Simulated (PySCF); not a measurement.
CH₃Mg (SMILES [CH3][Mg]), doublet, at a GFN2-xTB geometry (such geometries of metal compounds can be far from the true shape) (the spin is typed, not shown lowest) (in this run its highest filled SCF level lies above zero, so its values depend strongly on the basis, on diffuse functions most of all), with bond 1-2 at 1.25 times its length; PySCF with PBE/STO-3G.

Here is a job for PySCF.
```python
from pyscf import gto, scf, dft

mol = gto.M(
    atom='''
Mg   -1.08589572   -0.65650286   -0.86331552
C     0.84148593    0.50873938    0.66900334
H     1.39079728   -0.24323880    1.24644507
H     0.40242325    1.22235601    1.37513956
H     1.56289657    1.04989940    0.04661630
''',
    basis='sto-3g',
    spin=1,
    verbose=4,
)

mf = dft.UKS(mol)
mf.xc = 'pbe'
mf.kernel()
mo_i, mo_e, stable_i, stable_e = mf.stability(internal=True, external=False, return_status=True, nroots=6, tol=1e-6)
print('internally stable:', stable_i, ' externally stable:', stable_e)
if not stable_i:
    umf = mf.copy()
    umf.scf_summary = {}
    umf.kernel(umf.make_rdm1(mo_i, mf.mo_occ))
mf.analyze()
```

Write the output that PySCF gives for this input, abridged.


```
PySCF version 2.14.0

[INPUT] verbose = 4
[INPUT] num. atoms = 5
[INPUT] num. electrons = 21
[INPUT] charge = 0
[INPUT] spin (= nelec alpha-beta = 2S) = 1
[INPUT] symmetry False subgroup None
[INPUT] Mole.unit = angstrom
[INPUT] Symbol           X                Y                Z      unit          X                Y                Z       unit  Magmom
[INPUT]  1 Mg    -1.085895720000  -0.656502860000  -0.863315520000 AA   -2.052045510637  -1.240610605394  -1.631429891886 Bohr   0.0
[INPUT]  2 C      0.841485930000   0.508739380000   0.669003340000 AA    1.590177945375   0.961378096981   1.264233089019 Bohr   0.0
[INPUT]  3 H      1.390797280000  -0.243238800000   1.246445070000 AA    2.628225953990  -0.459654714868   2.355439811614 Bohr   0.0
[INPUT]  4 H      0.402423250000   1.222356010000   1.375139560000 AA    0.760469728657   2.309918085616   2.598637151455 Bohr   0.0
[INPUT]  5 H      1.562896570000   1.049899400000   0.046616300000 AA    2.953446478322   1.984022324345   0.088092039941 Bohr   0.0

nuclear repulsion = 29.3839915790791
number of shells = 11
number of NR pGTOs = 51
number of NR cGTOs = 17
basis = sto-3g
ecp = {}

******** <class 'pyscf.dft.uks.UKS'> ********
method = UKS
initial guess = minao
damping factor = 0
level_shift factor = 0
DIIS = <class 'pyscf.scf.diis.CDIIS'>
diis_start_cycle = 1
diis_space = 8
diis_damp = 0
SCF conv_tol = 1e-09
SCF conv_tol_grad = None
SCF max_cycles = 50
direct_scf = True
direct_scf_tol = 1e-13
number electrons alpha = 11  beta = 10
XC library pyscf.dft.libxc version 7.1.2
    S. Lehtola, C. Steigemann, M. J. T. Oliveira, and M. A. L. Marques,  SoftwareX 7, 1–5 (2018)
XC functionals = pbe
    J. P. Perdew, K. Burke, and M. Ernzerhof,  Phys. Rev. Lett. 77, 3865 (1996)
    J. P. Perdew, K. Burke, and M. Ernzerhof,  Phys. Rev. Lett. 78, 1396 (1997)
    J. P. Perdew, K. Burke, and M. Ernzerhof,  Phys. Rev. Lett. 77, 3865 (1996)
    J. P. Perdew, K. Burke, and M. Ernzerhof,  Phys. Rev. Lett. 78, 1396 (1997)
radial grids:
    Treutler-Ahlrichs [JCP 102, 346 (1995); DOI:10.1063/1.469408] (M4) radial grids

becke partition: Becke, JCP 88, 2547 (1988); DOI:10.1063/1.454033
pruning grids: <function nwchem_prune>
grids dens level: 3
symmetrized grids: False
atomic radii adjust function: <function treutler_atomic_radii_adjust>
small_rho_cutoff = 0
Set gradient conv threshold to 3.16228e-05
tot grids = 62128
init E= -236.364658262359

cycle= 1 E= -236.50828569382  delta_E= -0.144  |g|= 0.39  |ddm|= 1.92
cycle= 2 E= -235.933421640578  delta_E= 0.575  |g|= 0.83  |ddm|= 2.22
cycle= 3 E= -236.654019445574  delta_E= -0.721  |g|= 0.0327  |ddm|= 1.65
cycle= 4 E= -236.652434081835  delta_E= 0.00159  |g|= 0.0486  |ddm|= 0.19
cycle= 5 E= -236.65504072185  delta_E= -0.00261  |g|= 0.0167  |ddm|= 0.096
cycle= 6 E= -236.65536488307  delta_E= -0.000324  |g|= 0.000761  |ddm|= 0.0464
cycle= 7 E= -236.655363782387  delta_E= 1.1e-06  |g|= 0.00114  |ddm|= 0.004
cycle= 8 E= -236.655365304403  delta_E= -1.52e-06  |g|= 2.11e-05  |ddm|= 0.00321
cycle= 9 E= -236.655365304644  delta_E= -2.41e-10  |g|= 2.05e-05  |ddm|= 0.000109
Extra cycle  E= -236.655365301283  delta_E= 3.36e-09  |g|= 6.08e-05  |ddm|= 0.000211
converged SCF energy = -236.655365301283  <S^2> = 0.7549499  2S+1 = 2.0049438
uhf_internal: lowest eigs of H = [0.33147051 0.42442206 0.42442224 0.572598   0.57260011 0.58924568]
<class 'pyscf.dft.uks.UKS'> wavefunction is stable in the internal stability analysis
internally stable: True  externally stable: None
**** SCF Summaries ****
Total Energy =                        -236.655365301282671
Nuclear Repulsion Energy =              29.383991579079147
One-electron Energy =                 -389.055046399325420
Two-electron Energy =                  123.015689518963583
Two-electron Coulomb Energy =          145.879517099579374
DFT Exchange-Correlation Energy =      -22.863827580615787
**** MO energy ****
                             alpha | beta                alpha | beta
MO #1   energy= -45.7328505733419  | -45.7286257395518  occ= 1 | 1
MO #2   energy= -9.53212322752231  | -9.52521748431809  occ= 1 | 1
MO #3   energy= -2.75423515174679  | -2.74795264227053  occ= 1 | 1
MO #4   energy= -1.4904273827563   | -1.48418494719544  occ= 1 | 1
MO #5   energy= -1.49042680022629  | -1.48418437265137  occ= 1 | 1
MO #6   energy= -1.4863232423269   | -1.47849368329189  occ= 1 | 1
MO #7   energy= -0.474839962222223 | -0.462857463876959 occ= 1 | 1
MO #8   energy= -0.214447834503691 | -0.208721244317024 occ= 1 | 1
MO #9   energy= -0.214446931464141 | -0.208720326747984 occ= 1 | 1
MO #10  energy= -0.0501373448929854 | -0.0158985441429239 occ= 1 | 1
MO #11  energy= 0.0343042095340227 | 0.0842705915121886 occ= 1 | 0
MO #12  energy= 0.277265360230632  | 0.305094630300091  occ= 0 | 0
MO #13  energy= 0.27726556220711   | 0.305094782981561  occ= 0 | 0
MO #14  energy= 0.338926582851882  | 0.365635010577624  occ= 0 | 0
MO #15  energy= 0.507950289303783  | 0.518991984111206  occ= 0 | 0
MO #16  energy= 0.507950639633342  | 0.518992316861854  occ= 0 | 0
MO #17  energy= 0.523572520896098  | 0.533220253957147  occ= 0 | 0

To work with the spin densities directly, `use mulliken_meta_spin()` only printing them here.

 ** Mulliken spin pop alpha/beta on meta-lowdin orthogonal AOs **
 ** Mulliken Spin Density (per AO)  **
spin_pop of  0 Mg 1s        0.00000
spin_pop of  0 Mg 2s        0.00033
spin_pop of  0 Mg 3s        0.46058
spin_pop of  0 Mg 2px      -0.00018
spin_pop of  0 Mg 2py      -0.00024
spin_pop of  0 Mg 2pz      -0.00021
spin_pop of  0 Mg 3px       0.02932
spin_pop of  0 Mg 3py       0.01091
spin_pop of  0 Mg 3pz       0.01864
spin_pop of  1 C 1s        0.00000
spin_pop of  1 C 2s        0.08110
spin_pop of  1 C 2px       0.20709
spin_pop of  1 C 2py       0.08359
spin_pop of  1 C 2pz       0.13548
spin_pop of  2 H 1s       -0.00881
spin_pop of  3 H 1s       -0.00881
spin_pop of  4 H 1s       -0.00881
 ** Mulliken Spin Density (per atom)  **
spin density of  0 Mg =      0.51915
spin density of  1 C =      0.50727
spin density of  2 H =     -0.00881
spin density of  3 H =     -0.00881
spin density of  4 H =     -0.00881
 ** Mulliken pop alpha/beta on meta-lowdin orthogonal AOs **
 ** Mulliken pop       alpha | beta **
pop of  0 Mg 1s        1.00000 | 1.00000
pop of  0 Mg 2s        0.99998 | 0.99966
pop of  0 Mg 3s        0.97565 | 0.51507
pop of  0 Mg 2px       0.99774 | 0.99792
pop of  0 Mg 2py       0.99767 | 0.99791
pop of  0 Mg 2pz       0.99770 | 0.99791
pop of  0 Mg 3px       0.03710 | 0.00778
pop of  0 Mg 3py       0.01521 | 0.00430
pop of  0 Mg 3pz       0.02441 | 0.00576
pop of  1 C 1s        0.99979 | 0.99978
pop of  1 C 2s        0.62105 | 0.53995
pop of  1 C 2px       0.67008 | 0.46299
pop of  1 C 2py       0.56314 | 0.47955
pop of  1 C 2pz       0.60807 | 0.47259
pop of  2 H 1s        0.49747 | 0.50628
pop of  3 H 1s        0.49747 | 0.50628
pop of  4 H 1s        0.49747 | 0.50628
In total            11.00000 | 10.00000
 ** Mulliken atomic charges   ( Nelec_alpha | Nelec_beta ) **
charge of  0Mg =      0.42823  (     6.04546      5.52631 )
charge of  1C =     -0.41699  (     3.46213      2.95486 )
charge of  2H =     -0.00375  (     0.49747      0.50628 )
charge of  3H =     -0.00375  (     0.49747      0.50628 )
charge of  4H =     -0.00375  (     0.49747      0.50628 )
Dipole moment(X, Y, Z, Debye): -2.93780, -1.77611, -2.33563
```
